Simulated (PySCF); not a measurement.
B(Br)(vinyl)(OH) (C2H4BBrO), SMILES BrB(O)C=C.

The structure is a stationary point at B3LYP-D3(BJ)/def2-SVP. The structure was generated by enumeration, and PubChem lists no compound with its InChIKey, so it may never have been made. Other conformers were not sampled.

Two levels are set side by side: TDA-PBE/def2-SVPD (PySCF) and TDA-CAM-B3LYP/def2-SVPD (PySCF). Vertical, same geometry. The lowest singlet is HOMO→LUMO 100 % with PBE and HOMO−1→LUMO 91 % with the other functional; states are paired by order. Differences are taken from unrounded values.

```json
[
 {"quantity": "lowest singlet excitation (eV)", "TDA-CAM-B3LYP": "5.93"},
 {"quantity": "lowest triplet excitation (TDA) (eV)", "TDA-CAM-B3LYP": "3.76"},
 {"quantity": "first bright state (f over 0.05) (eV)", "TDA-CAM-B3LYP": "6.46"},
 {"quantity": "its oscillator strength", "TDA-CAM-B3LYP": "0.48"}
]
```

Q: What does TDA-PBE give, and how far is it from TDA-CAM-B3LYP? (An estimate is asked for; the answer gives what the named calculation found.)

A: 
| quantity | TDA-PBE | TDA-PBE minus TDA-CAM-B3LYP |
|---|---|---|
| lowest singlet excitation (eV) | 4.56 | -1.36 |
| lowest triplet excitation (TDA) (eV) | 3.79 | 0.03 |
| first bright state (f over 0.05) (eV) | 5.21 | -1.26 |
| its oscillator strength | 0.12 | -0.36 |

Functionals without exact exchange tend to place singlet excitations lower, as here. Differences between two approximate levels are no errors against the true value.

Rough cost on one machine, each run with all the roots and properties that it gave: TDA-CAM-B3LYP against TDA-PBE about 3 times.
